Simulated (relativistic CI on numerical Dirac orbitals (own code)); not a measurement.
## One change at a time: Ba I

Base calculation: Dirac-Coulomb-Breit CI, orbitals from a KLI potential per configuration, a model potential for QED, valence Slater integrals scaled by 0.85, P86 correlation energy added to each configuration.

CI space (outside the closed core [Xe]): 6s², 6s5d, 6s6p, 5d6p, 6s7p, 5d², 6p², 6s6d, 6s7s, 5d6d, 6s8s, 6s4f, 6s7d, 6s8p, 6d², 5d7s, 6s9s, 6s5f, 6s5g, 6s8d, 6s9p, 6s9d, 6p6d. Levels of other configurations are missing.

The lowest level and the first level of each name with at least 55 % of one term (blank where a level has no safe partner in the second run):

```csv
Level,Base (cm⁻¹),Shift (cm⁻¹)
6s² ¹S0,0.0,0.0
6s5d ³D1,9353.1,+1154.1
6s5d ³D2,9456.5,+1149.8
6s5d ³D3,9644.4,+1145.1
6s6p ³P°0,10585.2,-857.9
6s6p ³P°1,10917.2,-857.5
6s5d ¹D2,11643.6,+1028.6
6s6p ³P°2,11656.0,-861.3
6s6p ¹P°1,16770.9,-628.4
5d² ³F2,21244.6,+1891.8
5d6p ³F°2,21302.4,+221.2
5d² ³F3,21356.0,+1889.5
5d² ³F4,21514.2,+1881.6
5d6p ¹D°2,21965.0,+219.6
5d6p ³F°3,22005.5,+220.4
5d6p ³F°4,22569.1,+220.7
5d² ³P0,22990.2,+822.1
5d² ¹D2,23099.1,+1004.8
5d² ³P1,23191.3,+1067.9
5d² ³P2,23567.5,+1147.8
5d6p ³D°1,23625.0,+192.5
5d6p ³D°2,23822.9,+194.1
```

Correlation outside the listed configurations is missing or only estimated: errors of thousands of cm⁻¹ between configurations and terms are usual at this charge. Rates and lifetimes follow the computed energies and can be off by large factors. The fine structure of a lone outer electron comes out too small, for d and f at times inverted, and misplaced configurations move strength between like terms. 16 of the 17 excited levels that our extract of the measured tables holds in this range could be paired (the sources list more); they are missed by 1067 cm⁻¹ on average and 3544 at most, and levels without a partner can miss by more.

(1) One thing was changed in a second run, which moved the levels as shown. Which?
A. Breit term removed
B. no correlation estimate
C. configuration mixing switched off
D. QED terms removed
E. Slater integrals left unscaled

Results:

(1) B. No correlation estimate. A correlation estimate moves all levels of a configuration together before mixing; mixed levels move by a weighted share.

LS names give the leading component of a level, which can be under half, so a name can repeat, a term be missing and a line seem to break the LS rules.
